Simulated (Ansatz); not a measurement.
Si$_{2}$NH$_{8}$Cl, closed shell: a relaxation.

The input file, in.yaml:

```yaml
crystal:
  periodic: [false, false, false]
  atoms:
    - {symbol: Si, position_ang: [-0.884082, -0.067384, 0.218207]}
    - {symbol: Cl, position_ang: [0.505830, -2.096137, -1.163743]}
    - {symbol: H, position_ang: [-1.951191, -0.407914, -0.762594]}
    - {symbol: H, position_ang: [-1.243297, 1.238336, 0.846065]}
    - {symbol: N, position_ang: [-0.616152, -1.104514, 1.548051]}
    - {symbol: H, position_ang: [0.549702, -0.749354, -0.890728]}
    - {symbol: Si, position_ang: [0.912095, 1.193586, -0.827946]}
    - {symbol: H, position_ang: [-0.278351, -2.028010, 1.458427]}
    - {symbol: H, position_ang: [-0.505821, -0.709849, 2.464493]}
    - {symbol: H, position_ang: [1.539832, 1.719009, 0.402364]}
    - {symbol: H, position_ang: [1.972236, 0.837906, -1.820202]}
    - {symbol: H, position_ang: [-0.000802, 2.174427, -1.472492]}
basis:
  gaussian: {orbitals: def2-TZVP}
hamiltonian: {xc: pbe0, dispersion: d4}
relax: {f_tol: 0.005, max_steps: 200}
```

Launched with

```bash
ansatz run in.yaml --threads 4 --pin off --events-out ev --progress --plain --max-ram 9574MiB
```

What Ansatz 0.2.0 printed:

```
Functional definition: PBE0
  name "PBE0"
  cite "Adamo & Barone, J. Chem. Phys. 110, 6158 (1999) doi:10.1063/1.478522"
  cite "Perdew, Burke & Ernzerhof, Phys. Rev. Lett. 77, 3865 (1996) doi:10.1103/PhysRevLett.77.3865"
  parent pbe
  parameter a = 0.25
  parameter kappa = 0.804
  parameter beta = 0.06672455060314922
  exchange = (1 - a)*pbe_x(kappa = kappa, mu = beta*pi^2/3) + a*exact_x
  correlation = pbe_c(beta = beta)
1311 factors; their error is unknown
mean field evaluation 1: about -29880.7256 eV, gradient 5.7e1 eV
mean field evaluation 2: about -29871.3822 eV, gradient 8.2e1 eV
mean field evaluation 4: about -29886.7275 eV, gradient 2.8e0 eV
mean field evaluation 8: about -29886.7494 eV, gradient 4.2e-2 eV
mean field evaluation 16: about -29886.8540 eV, gradient 3.6e-5 eV
mean field -29886.85402421 eV, -1098.3216273523 hartree, gradient 3.6e-5 eV, S^2 0.000000; 0 other end points of the search recorded, 0 dependent functions left out
the calculation of the forces begins
reference -29886.85406001 eV, -1098.3216286681 hartree; 30, 30 occupied and 160, 160 virtual orbitals, 1311 factors
relax step   1: F+E_penalty+E_count = -29887.10808545 eV  Δ(F+E_penalty+E_count) = +0.000e0 eV  max|allowed force component| = 9.555e-1 eV/Å  Δτ_max = 0.0000 Å  (27 SCF iters, accepted)
relax step   2: F+E_penalty+E_count = -29887.43786985 eV  Δ(F+E_penalty+E_count) = -3.298e-1 eV  max|allowed force component| = 1.192e0 eV/Å  Δτ_max = 0.1959 Å  (29 SCF iters, accepted)
relax step   3: F+E_penalty+E_count = -29887.64636358 eV  Δ(F+E_penalty+E_count) = -2.085e-1 eV  max|allowed force component| = 1.719e0 eV/Å  Δτ_max = 0.1950 Å  (29 SCF iters, accepted)
relax step   4: F+E_penalty+E_count = -29887.76946682 eV  Δ(F+E_penalty+E_count) = -1.231e-1 eV  max|allowed force component| = 1.305e0 eV/Å  Δτ_max = 0.1998 Å  (29 SCF iters, accepted)
relax step   5: F+E_penalty+E_count = -29887.87568103 eV  Δ(F+E_penalty+E_count) = -1.062e-1 eV  max|allowed force component| = 6.016e-1 eV/Å  Δτ_max = 0.1955 Å  (29 SCF iters, accepted)
relax step   6: F+E_penalty+E_count = -29887.92766957 eV  Δ(F+E_penalty+E_count) = -5.199e-2 eV  max|allowed force component| = 3.351e-1 eV/Å  Δτ_max = 0.2000 Å  (28 SCF iters, accepted)
relax step   7: F+E_penalty+E_count = -29887.94504408 eV  Δ(F+E_penalty+E_count) = -1.737e-2 eV  max|allowed force component| = 4.485e-1 eV/Å  Δτ_max = 0.1935 Å  (29 SCF iters, accepted)
relax step   8: F+E_penalty+E_count = -29887.95470172 eV  Δ(F+E_penalty+E_count) = -9.658e-3 eV  max|allowed force component| = 3.632e-1 eV/Å  Δτ_max = 0.1998 Å  (28 SCF iters, accepted)
relax step   9: F+E_penalty+E_count = -29887.96144345 eV  Δ(F+E_penalty+E_count) = -6.742e-3 eV  max|allowed force component| = 1.618e-1 eV/Å  Δτ_max = 0.0774 Å  (30 SCF iters, accepted)
relax step  10: F+E_penalty+E_count = -29887.96089125 eV  Δ(F+E_penalty+E_count) = +5.522e-4 eV  max|allowed force component| = 4.029e-1 eV/Å  Δτ_max = 0.1130 Å  (29 SCF iters, rejected (line search))
relax step  11: F+E_penalty+E_count = -29887.96598650 eV  Δ(F+E_penalty+E_count) = -4.543e-3 eV  max|allowed force component| = 5.526e-2 eV/Å  Δτ_max = 0.0565 Å  (29 SCF iters, accepted)
relax step  12: F+E_penalty+E_count = -29887.96652544 eV  Δ(F+E_penalty+E_count) = -5.389e-4 eV  max|allowed force component| = 1.138e-2 eV/Å  Δτ_max = 0.0282 Å  (29 SCF iters, accepted)
relax step  13: F+E_penalty+E_count = -29887.96672259 eV  Δ(F+E_penalty+E_count) = -1.972e-4 eV  max|allowed force component| = 2.346e-2 eV/Å  Δτ_max = 0.0198 Å  (30 SCF iters, accepted)
relax step  14: F+E_penalty+E_count = -29887.96677169 eV  Δ(F+E_penalty+E_count) = -4.910e-5 eV  max|allowed force component| = 3.677e-2 eV/Å  Δτ_max = 0.0162 Å  (30 SCF iters, accepted)
relax step  15: F+E_penalty+E_count = -29887.96681406 eV  Δ(F+E_penalty+E_count) = -4.237e-5 eV  max|allowed force component| = 2.753e-2 eV/Å  Δτ_max = 0.0074 Å  (32 SCF iters, accepted)
relax step  16: F+E_penalty+E_count = -29887.96686066 eV  Δ(F+E_penalty+E_count) = -4.660e-5 eV  max|allowed force component| = 7.874e-3 eV/Å  Δτ_max = 0.0093 Å  (32 SCF iters, accepted)
relax step  17: F+E_penalty+E_count = -29887.96687071 eV  Δ(F+E_penalty+E_count) = -1.005e-5 eV  max|allowed force component| = 6.443e-3 eV/Å  Δτ_max = 0.0054 Å  (23 SCF iters, accepted)
relax step  18: F+E_penalty+E_count = -29887.96687728 eV  Δ(F+E_penalty+E_count) = -6.573e-6 eV  max|allowed force component| = 3.281e-3 eV/Å  Δτ_max = 0.0057 Å  (22 SCF iters, accepted)
relax step  19: F+E_penalty+E_count = -29887.96688353 eV  Δ(F+E_penalty+E_count) = -6.248e-6 eV  max|allowed force component| = 2.576e-3 eV/Å  Δτ_max = 0.0067 Å  (22 SCF iters, accepted)
relax step  20: F+E_penalty+E_count = -29887.96689107 eV  Δ(F+E_penalty+E_count) = -7.536e-6 eV  max|allowed force component| = 7.484e-3 eV/Å  Δτ_max = 0.0085 Å  (23 SCF iters, accepted)
relax step  21: F+E_penalty+E_count = -29887.96689234 eV  Δ(F+E_penalty+E_count) = -1.272e-6 eV  max|allowed force component| = 9.239e-3 eV/Å  Δτ_max = 0.0070 Å  (23 SCF iters, accepted)
relax step  22: F+E_penalty+E_count = -29887.96689785 eV  Δ(F+E_penalty+E_count) = -5.515e-6 eV  max|allowed force component| = 6.772e-3 eV/Å  Δτ_max = 0.0017 Å  (21 SCF iters, accepted)
relax step  23: F+E_penalty+E_count = -29887.96689888 eV  Δ(F+E_penalty+E_count) = -1.024e-6 eV  max|allowed force component| = 4.235e-3 eV/Å  Δτ_max = 0.0011 Å  (18 SCF iters, accepted)
Total energy: -29887.96693579 eV, -1098.3625260988 hartree
Atom 0 at    -1.109276     0.320714     0.444415 Å, force    -0.000099    -0.003570     0.002056 eV/Å
Atom 1 at     0.918098    -2.688451    -1.280648 Å, force     0.000304     0.000942    -0.000239 eV/Å
Atom 2 at    -2.027259    -0.190898    -0.608042 Å, force     0.000790     0.000508     0.001093 eV/Å
Atom 3 at    -1.803761     1.358948     1.253307 Å, force     0.000060     0.000257    -0.000467 eV/Å
Atom 4 at    -0.689064    -0.977510     1.492491 Å, force    -0.002479     0.004235    -0.001650 eV/Å
Atom 5 at     1.202084    -1.442656    -1.437802 Å, force    -0.000240    -0.001040     0.000234 eV/Å
Atom 6 at     0.693883     1.383411    -0.639605 Å, force     0.000900     0.000743    -0.000495 eV/Å
Atom 7 at    -0.303951    -1.819301     1.091212 Å, force     0.001290    -0.002492    -0.001559 eV/Å
Atom 8 at    -0.263865    -0.775713     2.383257 Å, force     0.000178     0.000834     0.000672 eV/Å
Atom 9 at     1.677114     1.927457     0.337850 Å, force    -0.000465    -0.000399    -0.000569 eV/Å
Atom 10 at     1.452431     0.416900    -1.499330 Å, force    -0.000541     0.000583     0.000398 eV/Å
Atom 11 at     0.253566     2.487202    -1.537203 Å, force     0.000303    -0.000600     0.000526 eV/Å
Dipole moment:     0.146607     0.124175     0.163224 e Å

[the SCF lines of later steps are left out]
```

The lines “mean field evaluation” count trial sets of orbitals through the whole run, from several starts and some on an approximate energy, so they need not fall steadily or lie above the final value.

The run took about 2.1 min on 4 CPU threads of an Intel Xeon (shared host).
